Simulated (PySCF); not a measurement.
One molecule, one basis, several functionals.

C₂H₉Ge₂N.
SMILES: `C=C[N]([GeH3])[GeH3]`

Torsions of this conformer, `[CH2:1]=[CH:2][N:3]([GeH3:4])[GeH3:5]`: C1–C2–N3–Ge4 4°.

PySCF, def2-SVPD basis, density fitting, gas phase, PBE0-D3(BJ)/def2-SVP geometry; singlet excitations by full TDDFT with frozen cores, triplets by Tamm–Dancoff TDDFT and ionisation energies by ΔSCF, from the lowest of the holes tried. One functional is left out:

| functional | exact exchange (%) | HOMO energy (eV) | LUMO energy (eV) | lowest singlet excitation (eV) | lowest triplet excitation (eV) | mean polarisability (au) | vertical ionisation energy (eV) |
| --- | --- | --- | --- | --- | --- | --- | --- |
| LDA | 0 | -5.12 | -1.06 | 4.13 | 3.96 | 102.6 | 7.97 |
| PBE | 0 | -4.97 | -0.83 | 4.22 | 3.91 | 100.3 | 7.76 |
| B3LYP | 20 | -5.84 | -0.24 | 4.69 | 3.98 | 97.3 | 7.84 |
| BHandHLYP | 50 | -7.00 | 0.65 | 5.35 | 3.95 | 93.5 | 7.69 |

Task: Predict the row of PBE0 (25 % exact exchange) by straight lines through the other rows, and check it.

Result: 
```
                       property   line  computed  computed − line  B3LYP (20 %), for comparison
               HOMO energy (eV)  -6.03     -6.04            -0.01                         -5.84
               LUMO energy (eV)  -0.13     -0.01            +0.12                         -0.24
 lowest singlet excitation (eV)   4.77      4.85            +0.08                          4.69
 lowest triplet excitation (eV)   3.95      3.94            -0.01                          3.98
       mean polarisability (au)   97.2      96.4             -0.8                          97.3
vertical ionisation energy (eV)   7.79      7.80            +0.01                          7.84
```
